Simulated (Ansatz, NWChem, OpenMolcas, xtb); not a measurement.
## Redistribution: C2H5BrSi + SiH3(OH) → C2H6OSi + SiH3Br

Gas-phase species: C2H5BrSi `C=C[SiH2]Br`, singlet; SiH3(OH) (silanol), singlet; C2H6OSi `C=C[SiH2]O`, singlet; SiH3Br `[SiH3]Br`, singlet. The partners trade Br for OH; both sit on Si, so the bond types are kept.

Shapes, held fixed at every level: PBE0-D4/def2-TZVP. Flexible molecules stand in one conformer, not always the lowest. Programs: Ansatz 0.2.0, NWChem 7.3.0, OpenMolcas 26.06, xtb 6.7.1. A level may come from different programs for different species; with the same settings they agree closely. The zero-point and thermal change to 298 K, harmonic and unscaled (PBE0-D4/def2-TZVP), is -0.4 kJ/mol.

```json
{"level": "GFN0-xTB", "kind": "semi-empirical", "ΔH(298 K) (kJ/mol)": "-2.2", "less CCSD(T)/def2-TZVPP": "-2.7"}
{"level": "HF/def2-TZVPP", "kind": "Hartree–Fock", "ΔH(298 K) (kJ/mol)": "-0.1", "less CCSD(T)/def2-TZVPP": "-0.6"}
{"level": "SPW92/def2-TZVPP", "kind": "LDA", "ΔH(298 K) (kJ/mol)": "-1.5", "less CCSD(T)/def2-TZVPP": "-2.0"}
{"level": "r2SCAN-D4/def2-TZVPP", "kind": "meta-GGA", "ΔH(298 K) (kJ/mol)": "-0.8", "less CCSD(T)/def2-TZVPP": "-1.3"}
{"level": "B3LYP/6-31G* (Cartesian functions)", "kind": "global hybrid", "ΔH(298 K) (kJ/mol)": "-0.6", "less CCSD(T)/def2-TZVPP": "-1.1"}
{"level": "r2SCAN0-D4/def2-TZVPP", "kind": "global hybrid", "ΔH(298 K) (kJ/mol)": "-0.6", "less CCSD(T)/def2-TZVPP": "-1.1"}
{"level": "B2PLYP/def2-TZVPP", "kind": "double hybrid", "ΔH(298 K) (kJ/mol)": "+0.6", "less CCSD(T)/def2-TZVPP": "+0.1"}
{"level": "CCSD(T)/def2-SVP", "kind": "coupled cluster or CI", "ΔH(298 K) (kJ/mol)": "-1.7", "less CCSD(T)/def2-TZVPP": "-2.2"}
{"level": "CCSD(T)/def2-TZVPP", "kind": "coupled cluster or CI", "ΔH(298 K) (kJ/mol)": "+0.5", "less CCSD(T)/def2-TZVPP": "0.0"}
```

The highest level, CCSD(T)/def2-TZVPP, gives ΔH(298 K) = +0.5 kJ/mol; the levels span -2.2 to +0.6. That is about zero within the method's error. They disagree on the sign: 2 of 9 are positive. The column of differences is taken from that level and isn't an error. No measured value is set beside it here. Relativity is left out for Br. Outer-core shells of Br are correlated, in sets that cover them unevenly.
